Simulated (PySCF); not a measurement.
Compound: NbS(NH2)3 (singlet state).
Bonds: Nb1–S2, Nb1–N3, Nb1–N6, Nb1–N9. Hydrogens: H4, H5 on N3; H7, H8 on N6; H10, H11 on N9.

Computed by this run: PBE0-D3(BJ)/def2-SVP geometry optimisation, gas phase, def2 core potentials past Kr in PySCF 2.14.0; density fitting, grid level 1; the optimiser is geomeTRIC in internal coordinates, started from a GFN2-xTB structure with every atom displaced at random (about 0.03 Å).

Step 0: E = -16941.3632 eV
```
atom  x, y, z in Å  |  force x, y, z in eV/Å
Nb1     0.0627   -0.0762    0.2964   -3.531   3.260   3.505
S2      0.0266    0.0167    2.4991    0.245  -0.165  -1.494
N3      1.8376   -0.0252   -0.2716    5.835  -0.225  -2.241
H4      2.3570   -0.0310   -1.2117   -1.539  -0.026   1.338
H5      2.6918   -0.0275    0.3538   -1.498   0.065  -0.297
N6     -0.9502    1.6728   -0.2202    1.274  -2.214  -0.667
H7     -1.2810    2.3500    0.4335   -0.276   0.507   0.565
H8     -1.0915    1.9955   -1.1766   -0.014   0.007   0.140
N9     -0.9783   -1.6336   -0.1119   -1.042  -2.244  -2.014
H10    -1.1866   -1.9988   -1.0793    0.365   0.608   1.122
H11    -1.3901   -2.3283    0.5195    0.182   0.427   0.044
```

Problem. Estimate the geometry and energy of step 1. (The exact step hangs on the optimiser's Hessian estimate; all steps are aligned on step 0, rigid shifts and turns removed.)

Solution. E = -16941.9636 eV, largest force 1.617 eV/Å
```
atom  x, y, z in Å  |  force x, y, z in eV/Å
Nb1     0.0105    0.0043    0.3822    0.761  -1.316  -0.551
S2      0.0434    0.0784    2.5032    0.084   0.037   0.742
N3      1.8936    0.0003   -0.3153   -0.151  -0.083   0.279
H4      2.3304   -0.0424   -1.2365   -0.370   0.020   0.030
H5      2.6575    0.0058    0.3633   -0.140   0.008  -0.003
N6     -0.9155    1.5887   -0.1999   -0.342   0.693  -0.351
H7     -1.2605    2.2888    0.4489   -0.094   0.119  -0.082
H8     -1.0474    1.8808   -1.1643   -0.085   0.086  -0.007
N9     -1.0170   -1.6276   -0.1329    0.240   0.170  -0.214
H10    -1.1638   -1.9352   -1.0947    0.026   0.135   0.029
H11    -1.4333   -2.3274    0.4767    0.071   0.131   0.127
```

The energy changes by -0.6004 eV. The first-order estimate −F·Δx gives -1.4915 eV and the mean of the old and new forces, exact on a quadratic surface, -0.5958 eV. The step makes an angle of 56° with the force vector and moves no atom by more than 0.129 Å.

The cost below is that of the whole optimisation. Hardware: one thread, Arm Neoverse V2 (aarch64), shared host with 32 logical CPUs at a one-minute load of 32. Cost: 59 s, 0.49 GiB resident at most.
